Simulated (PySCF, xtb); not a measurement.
BiBr2, SMILES [Br][Bi][Br], multiplicity 2.

Harmonic wavenumbers (cm⁻¹) from GFN2-xTB run with xtb 6.7.1 at its own minimum, in rising order: 64, 194, 217.

Task: What does PySCF 2.14.0 with B3LYP-D3(BJ)/def2-SVP give at its own minimum? (An estimate is asked for; the answer gives what the named calculation found.)

Result: 65, 215, 221. Paired by order, the mean absolute difference is 9 cm⁻¹ and the zero-point energies are 0.7 and 0.7 kcal/mol.
